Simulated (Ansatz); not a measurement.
Relaxation of ClH5O2SiZn (10 atoms, charge 0, multiplicity 1), to a largest force component of 0.03 eV/Å in at most 50 steps.

All numbers below come from RKS PBE0/def2-SVP in Ansatz.

```xyz
10
Properties=species:S:1:pos:R:3
Zn -0.590 -0.281 -0.792
Cl 0.220 0.096 2.525
O 0.685 0.237 -1.893
H 1.541 -0.174 -1.725
O -2.003 -0.719 0.210
Si -3.415 -1.550 0.005
H -3.170 -3.016 -0.194
H -4.269 -1.378 1.219
H -4.179 -1.057 -1.187
H -0.997 -0.266 2.116
```

**Question.** Where does it end, and by what steps?

**Answer.** The run converged. After 30 steps the energy has fallen by 1.583 eV; H4 moved furthest, 2.13 Å. Parted: Cl2–H10 (1.33 → 4.28 Å). Joined: Zn1–Cl2 (3.44 → 2.12 Å), O3–Si6 (4.86 → 1.98 Å), O5–H10 (2.20 → 0.96 Å).

```json
{"step": "0", "energy less start (eV)": "0.0000", "largest force component (eV/Å)": "1.003", "accepted": "yes"}
{"step": "2", "energy less start (eV)": "-0.1749", "largest force component (eV/Å)": "0.526", "accepted": "yes"}
{"step": "4", "energy less start (eV)": "-0.2469", "largest force component (eV/Å)": "0.576", "accepted": "yes"}
{"step": "6", "energy less start (eV)": "-0.4469", "largest force component (eV/Å)": "1.197", "accepted": "yes"}
{"step": "8", "energy less start (eV)": "-0.9467", "largest force component (eV/Å)": "1.737", "accepted": "yes"}
{"step": "10", "energy less start (eV)": "-1.1231", "largest force component (eV/Å)": "1.205", "accepted": "yes"}
{"step": "12", "energy less start (eV)": "-1.1664", "largest force component (eV/Å)": "0.198", "accepted": "yes"}
{"step": "14", "energy less start (eV)": "-1.1864", "largest force component (eV/Å)": "0.381", "accepted": "yes"}
{"step": "16", "energy less start (eV)": "-1.2024", "largest force component (eV/Å)": "0.487", "accepted": "yes"}
{"step": "18", "energy less start (eV)": "-1.2246", "largest force component (eV/Å)": "0.531", "accepted": "yes"}
{"step": "20", "energy less start (eV)": "-1.2801", "largest force component (eV/Å)": "0.506", "accepted": "yes"}
{"step": "22", "energy less start (eV)": "-1.3794", "largest force component (eV/Å)": "0.575", "accepted": "yes"}
{"step": "24", "energy less start (eV)": "-1.5309", "largest force component (eV/Å)": "1.041", "accepted": "yes"}
{"step": "26", "energy less start (eV)": "-1.5699", "largest force component (eV/Å)": "0.359", "accepted": "yes"}
{"step": "28", "energy less start (eV)": "-1.5822", "largest force component (eV/Å)": "0.058", "accepted": "yes"}
{"step": "30", "energy less start (eV)": "-1.5834", "largest force component (eV/Å)": "0.028", "accepted": "yes"}
```

```xyz
10
Properties=species:S:1:pos:R:3
Zn -0.055 -0.098 0.688
Cl 1.567 0.645 1.830
O -0.814 -0.654 -0.934
H -0.466 -0.887 -1.797
O -1.915 -0.641 1.096
Si -2.633 -1.257 -0.423
H -2.264 -2.612 -0.944
H -3.914 -1.619 0.327
H -3.185 -0.292 -1.423
H -2.495 -0.694 1.862
```

Whether the end is a true minimum wasn't checked by a vibrational analysis.

The run took 42 s on 4 threads of Intel(R) Xeon(R) 6975P-C (Granite Rapids), on a shared host, peak memory 0.32 GiB.
